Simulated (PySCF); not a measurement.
Cl2Cu, SMILES [Cu+]([Cl])[Cl] (connectivity only; charge and spin as stated), charge +1, multiplicity 3.

The structure is a stationary point at B3LYP-D3(BJ)/def2-TZVP. The spin state was assumed, not searched.

Two levels are set side by side: PBE/def2-TZVPD (PySCF) and B3LYP/def2-TZVPD (PySCF). Same geometry, gas phase. Differences are taken from unrounded values.

```
quantity                     B3LYP
---------------------------  -----
α-spin orbital gap (eV)       8.93
β-spin orbital gap (eV)       2.22
mean polarisability (bohr³)   67.5
```

Problem. What does PBE give, and how far is it from B3LYP? (An estimate is asked for; the answer gives what the named calculation found.)

Solution. 
```
quantity                      PBE  PBE minus B3LYP
---------------------------  ----  ---------------
α-spin orbital gap (eV)      7.04            -1.90
β-spin orbital gap (eV)      0.80            -1.42
mean polarisability (bohr³)  64.3             -3.2
```

Rough cost on one machine, each run with all the roots and properties that it gave: B3LYP against PBE within a factor of 2.
